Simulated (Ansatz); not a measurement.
The cluster AlSi₅. The state is a doublet with charge 0. Geometry r2SCAN-D4/def2-SVP, basis def2-TZVP, Ansatz.

Cartesian coordinates in Å:
```
Al -0.494 1.931 0.809
Si 1.644 0.023 -1.279
Si -0.702 0.435 -1.121
Si -1.453 -0.626 1.003
Si 0.043 -1.729 -0.418
Si 0.962 -0.034 1.005
```

```csv
run,HOMO (eV),LUMO (eV)
A,-6.13,-3.67
B,-5.51,-4.08
C,-6.28,-3.49
D,-5.82,-3.88
E,-5.25,-4.31
```

B3LYP takes the VWN-RPA correlation. The structure comes from a short search, and lower isomers may exist.

HOMO and LUMO are taken over both spins.

Question: The runs used B3LYP, PBE, PBE0, r2SCAN, r2SCAN0. Estimate which is which.

Answer: A PBE0 (25 % exact exchange); B r2SCAN (0 % exact exchange); C r2SCAN0 (25 % exact exchange); D B3LYP (20 % exact exchange); E PBE (0 % exact exchange). Exact exchange lowers occupied and raises empty levels; among semilocal functionals meta-GGAs tend to open the gap a little, and such runs are hard to tell apart. The gap grows from 0.94 eV (PBE) to 2.79 eV (r2SCAN0).
